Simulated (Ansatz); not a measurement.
A structure relaxed at r2SCAN-D4/def2-SVP in Ansatz, charge 1, singlet:

```xyz
55

In   -1.803    0.808   -5.229
In    3.229   -3.634   -2.773
In    4.574    0.053    0.904
In   -1.660    4.131   -2.043
In    1.845    3.782    1.342
In    1.101    0.742   -1.707
In   -2.117   -2.451   -1.455
In    1.032   -2.077    1.385
In   -1.600    1.037    1.463
In    1.205    0.542    4.649
In   -2.970   -2.745    4.288
As    2.317   -1.078   -3.249
As   -0.405    2.205   -3.324
As   -3.031   -0.822   -3.418
As    2.911    1.924   -0.209
As    2.239   -3.854   -0.215
As    2.738   -0.678    2.771
As    0.222    5.117   -0.391
As   -2.963    2.738   -0.116
As    0.196    2.348    2.847
As   -0.524   -0.659   -0.191
As   -0.669   -3.442    2.961
As   -3.260   -0.263    3.089
H    -2.995    1.890   -5.827
H    -0.620   -0.176   -5.996
H     2.184   -4.618   -3.708
H     4.919   -3.459   -2.570
H     5.899    0.863    1.628
H     4.507   -1.241   -0.251
H    -2.645    5.299   -2.824
H     2.859    4.909    2.151
H    -0.985   -3.529   -2.192
H    -3.407   -2.792   -0.361
H     2.165    1.377    5.800
H    -0.144   -0.537    4.854
H    -2.484   -2.374    5.885
H    -4.201   -3.667    3.534
H     3.419   -0.300   -3.933
H     1.387   -1.139   -4.441
H     0.618    3.031   -4.080
H    -3.965   -1.678   -4.245
H    -4.124    0.007   -2.777
H     3.706    2.727   -1.219
H     3.328   -4.432    0.661
H     1.325   -5.058   -0.176
H     3.398   -1.822    3.517
H     1.139    5.908   -1.296
H    -0.380    6.307    0.323
H    -3.773    3.697    0.725
H    -4.125    1.991   -0.729
H    -0.641    3.365    3.595
H    -0.996   -4.678    2.151
H     0.230   -4.129    3.965
H    -4.569   -0.236    2.332
H    -3.636    0.772    4.126
```

Task: Give its formula.

Result: In₁₁As₁₂H₃₂⁺.

Task: Summarise the bond lengths by kind (pairs closer than 1.2 times the sum of covalent radii, bridged metal pairs left out).

Result: 30 × As–In 2.60 to 2.77 Å; 18 × As–H 1.51 to 1.52 Å; 14 × H–In 1.71 to 1.74 Å.

In the def2 sets In takes a core potential; there is no spin–orbit coupling. Single mean-field runs in def2-SVP are fitted with def2-universal-jkfit.
